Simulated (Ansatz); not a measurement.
Frontier orbitals of C3H5BCl2, SMILES `B[C@]1(Cl)C[C@H]1Cl`.

Total charge 0; spin multiplicity 1. The geometry is a stationary point of PBE0-D4/def2-TZVP. Basis def2-TZVPP, the Gaussian-basis code of Ansatz.

Orbital energies of one run (eV). Highest occupied ones, from the top: -6.64, -6.70, -7.30, -7.64, -8.46, -9.11, -9.60, -9.86, -10.09, -11.23, -12.25, -13.58, -14.84, -15.56. Empty: -2.71, -0.97, 0.34, 0.84, 1.23, 1.69.

(1) Which functional gave them?
A. B3LYP
B. revPBE
C. PBE0
D. LC-ωPBE

Answers

(1) B. HOMO energies: revPBE -6.64, PBE0 -7.97, B3LYP -7.73, LC-ωPBE -10.69 eV.

B3LYP here is the variant with VWN-RPA as its local correlation; programs differ in this. LC-ωPBE has ω = 0.4 bohr⁻¹.
